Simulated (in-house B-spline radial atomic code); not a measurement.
How numerical settings move a run on Ru2+, [Kr] 4d6. Computed with an all-electron radial atomic-structure program (B-spline basis): Dirac-Kohn-Sham PBE0, spherical fractional occupations, Fermi nucleus of rms radius 4.4809 fm.

Command:
```bash
python run_scf.py task.json out
```
Settings of the sound reference run:
```
Z                44
electrons        42
configuration    [Kr] 4d6
hamiltonian      dirac
method           pbe0
spin_polarised   False
nucleus          fermi
rms_radius       4.4809
mass_number      102
atomic_mass      101.9043
speed_of_light   137.036
knot_spacing     0.22
spline_order     8
gauss_points     12
box_radius       22.22
max_iterations   70
damping          0.5
damped_steps     3
diis_vectors     10
tolerance        1e-08
start            Thomas-Fermi
```

Cost of the run: 1.2 s on 1 thread of Arm Neoverse V2, on a shared host.

It converges in 9 iterations to -4530.379268 hartree, with 4d5/2 at -24.4498 eV. The other runs change the listed settings, some to values that make no sense; their results aren't properties of the atom or ion. Radii are in bohr (the nuclear one in fm), a minus after a letter asks for a j subshell, and «unchanged» means within 1e-8 hartree. The run stops when the residual is below 10 × tolerance × max(1, Z/10), or a noise floor if that is larger, and the energy moves by less than 1e-8 × √|E| hartree; so very loose and very tight tolerances often act alike.

```tsv
changed settings	outcome
box_radius = 88.88, max_iterations = 5	not converged after 5 iterations, last residual 7.3e-03, last energy +1.79e-03 hartree from the reference
knot_spacing = 2, first_knot = 0.0682, max_iterations = 100, tolerance = 0.001	converged in 7 iterations, energy +7.39e+02 hartree from the reference, 4d5/2 level -3.5e+00 eV (the program warns: 4d5/2 reaches the box edge; 1s1/2 reaches the box edge)
first_knot = 0.000227	converged in 9 iterations, energy +2.59e-04 hartree from the reference, 4d5/2 level -2.7e-06 eV
electrons = 47, configuration = [Kr] 4d11, max_iterations = 60	stopped with error: shell 4d holds at most 10 electrons
spline_order = 7	converged in 9 iterations, energy -1.87e-07 hartree from the reference, 4d5/2 level +1.2e-06 eV
max_iterations = 50, diis_vectors = 20, start = bare nucleus	converged in 11 iterations, energy unchanged, 4d5/2 level -3.1e-05 eV
spline_order = 5	converged in 9 iterations, energy +6.87e-05 hartree from the reference, 4d5/2 level -8.0e-07 eV
first_knot = 2.27e-06	converged in 9 iterations, energy -1.04e-06 hartree from the reference, 4d5/2 level -1.6e-06 eV
first_knot = 0.00682	converged in 9 iterations, energy +1.10e-02 hartree from the reference, 4d5/2 level -5.1e-04 eV
spline_order = 6	converged in 9 iterations, energy +1.89e-06 hartree from the reference, 4d5/2 level -3.1e-06 eV
electrons = 43, configuration = [Kr] 4d6 2f1, max_iterations = 60	stopped with error: there is no 2f shell
damped_steps = 30	converged in 19 iterations, energy unchanged, 4d5/2 level -2.7e-05 eV
method = hf, spin_polarised = True	stopped with error: spin polarisation is not served with the Dirac Hamiltonian
damped_steps = 0	converged in 8 iterations, energy unchanged, 4d5/2 level -2.0e-05 eV
first_knot = 0.00227	converged in 9 iterations, energy +4.10e-02 hartree from the reference, 4d5/2 level -7.5e-05 eV
spline_order = 10	converged in 9 iterations, energy -4.17e-07 hartree from the reference, 4d5/2 level +6.8e-07 eV
```

Task: What happens with spline_order = 4?

Result: Converged in 9 iterations, energy +2.12e-03 hartree from the reference, 4d5/2 level -1.9e-04 eV.

Task: What happens with gauss_points = 4, max_iterations = 60, damping = 0, damped_steps = 8, start = bare nucleus?

Result: Converged in 16 iterations, energy +1.70e-06 hartree from the reference, 4d5/2 level -6.2e-05 eV.

Task: What happens with damped_steps = 1?

Result: Converged in 9 iterations, energy unchanged, 4d5/2 level -2.9e-05 eV.

Task: What happens with spline_order = 3?

Result: Converged in 9 iterations, energy +1.24e-01 hartree from the reference, 4d5/2 level -7.9e-03 eV.
